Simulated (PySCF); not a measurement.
C2H8GeOSi, SMILES C[Si@@H]1[GeH2][CH2]O1.

Geometry optimised at r2SCAN-D4/def2-SVP. The structure was generated by enumeration; whether it is a known compound was not checked.

Two levels are set side by side: TDA-PBE/def2-SVPD (PySCF) and TDA-M06-2X/def2-SVPD (PySCF). Vertical, same geometry. The lowest singlet is HOMO−1→LUMO 97 % with PBE and HOMO→LUMO+1 66 %, HOMO→LUMO+2 17 % with the other functional; states are paired by order. Differences are taken from unrounded values.

```
quantity                               TDA-M06-2X  TDA-PBE  TDA-PBE minus TDA-M06-2X
-------------------------------------  ----------  -------  ------------------------
lowest singlet excitation (eV)               6.17     5.51                     -0.66
lowest triplet excitation (TDA) (eV)         5.26     5.01                     -0.25
first bright state (f over 0.05) (eV)        6.17     5.91                     -0.27
its oscillator strength                      0.09     0.10                      0.01
```

Functionals without exact exchange tend to place singlet excitations lower, as here. Differences between two approximate levels are no errors against the true value.

Rough cost on one machine, each run with all the roots and properties that it gave: TDA-M06-2X against TDA-PBE about 9 times.
